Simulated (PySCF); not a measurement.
## Correlation energy of Tl⁺ (thallium, charge +1)

[Xe] 4f14 5d10 6s2, closed-shell 1S. Computed with PySCF 2.14 in def2-TZVPPD with the def2 core potential (60 electrons), with a scalar-relativistic core potential. Frozen: nothing; 20 electrons correlated.

| level | correlation energy (mhartree) |
| --- | --- |
| CCSD | -382.60 |
| (T) | -8.74 |
| CCSD(T) | -391.34 |

Diagnostics: T1 = 0.011, D1 = 0.0289, largest double amplitude 0.052.

Question: Is a single reference adequate?

Answer: Yes, within this model without spin-orbit coupling: T1 lies below 0.03 and no double amplitude reaches 0.07.

The basis has no tight functions for the innermost shells, so their pair energies are far from complete.

This basis was not built for core-valence correlation, so the inner-shell part is incomplete.
